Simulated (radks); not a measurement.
Values are calculated unless marked as measured or tabulated.
Spherical quantum dot in the effective-mass picture: electrons in a hard-walled sphere of radius 6.22, with a point charge +1 (a donor) at the centre, all in effective atomic units (hartree* = m*/eps^2 hartree, bohr* = eps/m* bohr), one dielectric constant everywhere. Level of theory: non-relativistic Kohn-Sham, exchange-only LDA, spin-polarised, spherical densities (a radial shooting solver with Libxc functionals). Levels are named by radial order and angular momentum (1s, 1p, 1d, 2s, ...), and open shells are averaged over m. Results are scaled to m* = 0.289 and eps = 17.5, for which hartree* = 25.68 meV and bohr* = 3.204 nm.

N = 23, configuration 1s2 1p6 1d10 2s(up 1, down 0) 1f(up 4, down 0). This is the lowest configuration that the search found. Occupied and some empty levels:

| level | occupation | eigenvalue (meV) | <r> (nm) |
|---|---|---|---|
| 1s up | 1 | 114.36 | 13.64 |
| 1s down | 1 | 115.51 | 14.08 |
| 1p up | 3 | 116.04 | 14.54 |
| 1p down | 3 | 117.05 | 14.53 |
| 1d up | 5 | 118.76 | 14.87 |
| 1d down | 5 | 119.78 | 14.85 |
| 2s up | 1 | 120.96 | 5.979 |
| 1f up | 4 | 122.56 | 15.15 |
| 1f down | 0 | 123.60 | 15.14 |
| 2s down | 0 | 126.00 | 7.014 |
| 1g up | 0 | 127.39 | 15.40 |
| 1g down | 0 | 128.43 | 15.39 |
| 2p up | 0 | 132.41 | 9.763 |
| 2p down | 0 | 134.02 | 10.20 |
| 2d up | 0 | 139.81 | 11.21 |
| 2d down | 0 | 140.84 | 11.35 |

Energy (meV): total 1394.83, kinetic 301.07, external -151.94, Hartree 1384.4, exchange-correlation -138.72.
